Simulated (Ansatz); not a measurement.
`CBO[SiH2][SiH3]` + H–F → `F[SiH2][SiH3]` + `CBO` at 700 K and 1 bar (ligand exchange at the Si–O bond).

Program: Ansatz. Geometries: PBE0-D4/def2-TZVP. ΔE: electronic, gas phase. CBS: MP2 limit from def2 TZ/QZ plus the TZ coupled-cluster correction, frozen cores. This one scheme is used for every species. One conformer a species, not always the lowest.

```json
{"species": "`CBO[SiH2][SiH3]`", "CCSD(T)/CBS energy (Eh)": "-721.67278", "H − E (kJ/mol)": "354.6", "S (J/(mol·K))": "553.6"}
{"species": "H–F", "CCSD(T)/CBS energy (Eh)": "-100.39570", "H − E (kJ/mol)": "45.2", "S (J/(mol·K))": "198.5"}
{"species": "`F[SiH2][SiH3]`", "CCSD(T)/CBS energy (Eh)": "-681.00067", "H − E (kJ/mol)": "179.4", "S (J/(mol·K))": "406.1"}
{"species": "`CBO`", "CCSD(T)/CBS energy (Eh)": "-141.08489", "H − E (kJ/mol)": "219.3", "S (J/(mol·K))": "348.2"}
```

H − E and S are ideal-gas, rigid-rotor, harmonic terms from PBE0-D4/def2-TZVP, for one conformer and one mirror image of each species. 1 Eh = 2625.50 kJ/mol, R = 8.31446 J/(mol·K).

Problem. By hand: ΔE, ΔH, ΔS and ΔG.

Solution. ΔE = (-681.00067) + (-141.08489) − (-721.67278) − (-100.39570) = -0.01708 Eh = -44.8 kJ/mol. Δ(H − E) = 179.4 + 219.3 − 354.6 − 45.2 = -1.1, so ΔH = -45.9 kJ/mol. ΔS = 406.1 + 348.2 − 553.6 − 198.5 = 2.2 J/(mol·K). ΔG = -45.9 − 700 × (2.2)/1000 = -47.4 kJ/mol.

Problem. By hand: the equilibrium constant, and the temperature at which ΔG would vanish if ΔH and ΔS stayed fixed.

Solution. log₁₀ K = −ΔG/(RT ln 10) = 3.5. ΔH and −TΔS have one sign here, so there is no such temperature.

The number of gas molecules stays the same, so ΔS is small and ΔH decides. A doubt of 5 kJ/mol in ΔE shifts log₁₀ K by 0.4 here. Other conformers and mirror images would add mixing entropy, several J/(mol·K) or more a flexible species. Modes under 60 cm⁻¹, often nearly free rotors, make the harmonic entropy too high. These are equilibria of isolated gas molecules and say nothing of rates. Largest T1 diagnostic: 0.013 (customary marks: 0.02 for closed shells, 0.045 for open ones).

ΔS is within the doubt of such terms, so its sign, and with it that verdict, could turn.
